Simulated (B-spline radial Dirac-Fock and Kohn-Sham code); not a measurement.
**Two-hole binding energies of Co²⁺**

System: cobalt as Co²⁺, configuration [Ar] 3d5 4s2 (not the ground configuration).

Model: Dirac-Fock energy differences between relaxed states, corrected for Breit and QED terms. Program: a radial B-spline solver. U is the two-hole binding energy less the two single-hole energies, the effective repulsion of the holes after relaxation. Each two-hole energy is an average over J within one jj subconfiguration.

| holes | E(a) (eV) | E(b) (eV) | E(ab) (eV) | U (eV) |
| --- | --- | --- | --- | --- |
| 1s⁻² | 7763.4 | 7763.4 | 15912.7 | 385.9 |
| 1s⁻¹ 2p3/2⁻¹ | 7763.4 | 836.7 | 8699.9 | 99.7 |
| 1s⁻¹ 3p1/2⁻¹ | 7763.4 | 114.0 | 7907.9 | 30.4 |
| 2s⁻² | 985.6 | 985.6 | 2035.2 | 64.0 |
| 2p1/2⁻² | 851.2 | 851.2 | 1778.2 | 75.8 |
| 2p1/2⁻¹ 2p3/2⁻¹ | 851.2 | 836.7 | 1757.7 | 69.9 |
| 2p3/2⁻² | 836.7 | 836.7 | 1744.5 | 71.1 |
| 2s⁻¹ 3p1/2⁻¹ | 985.6 | 114.0 | 1127.2 | 27.5 |
| 2p1/2⁻¹ 3s⁻¹ | 851.2 | 157.2 | 1036.5 | 28.1 |
| 2p3/2⁻¹ 3s⁻¹ | 836.7 | 157.2 | 1022.0 | 28.1 |
| 2p1/2⁻¹ 3p3/2⁻¹ | 851.2 | 112.1 | 991.2 | 27.9 |
| 2p3/2⁻¹ 3p1/2⁻¹ | 836.7 | 114.0 | 978.8 | 28.1 |
| 3p1/2⁻¹ 3p3/2⁻¹ | 114.0 | 112.1 | ? | ? |
| 3p3/2⁻² | 112.1 | 112.1 | 247.1 | 22.9 |

Question: Give the missing two-hole energy and U.

Answer: E(ab) = 248.6 eV and U = 22.5 eV.

Values without a named source are computed, but for edge energies of neutral atoms, which are taken from tables.
